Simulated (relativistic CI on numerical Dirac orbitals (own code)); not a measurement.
Computed by Dirac-Coulomb-Breit CI, KLI orbitals optimised for each configuration, model QED (radiative potential, 1s self-energy scaled to tabulated hydrogen-like ionisation energies), unscaled Slater integrals (own radial code, finite nucleus).

The strongest absorption lines from the ground level of an ion, among the configurations computed and to levels below about 459 eV (vacuum wavelength in Å, gf): 53.615 (0.16), 57.555 (4.9), 57.754 (3.4), 57.785 (2.1), 60.374 (0.17), 76.790 (1.8), 77.746 (1.2), 78.208 (0.57).

(1) Which ion is it?
A. Re41+
B. Tm35+
C. Tm37+
D. Eu29+

## Answers

(1) B. Tm35+ has 34 electrons and the ground level 4s²4p⁴ ³P2; the strongest line goes to 4s²4p³4d ³D°3. The pattern of lines fixes the number of electrons, and along that sequence the line energies rise steadily with the charge (about as its square where n changes within one kind of shell, about linearly where n is kept but much faster in heavy ions where fine structure, which grows about as Z⁴, sets the gap, and irregularly where shells cross), which fixes Z. Configurations outside the model, such as inner-shell arrays, can give stronger lines. At this charge energies of transitions that change n are usually good to better than 1 %, and those within a shell (Δn = 0) to a few per cent.

LS names give the leading component of a level, which can be under half, so a name can repeat, a term be missing and a line seem to break the LS rules.
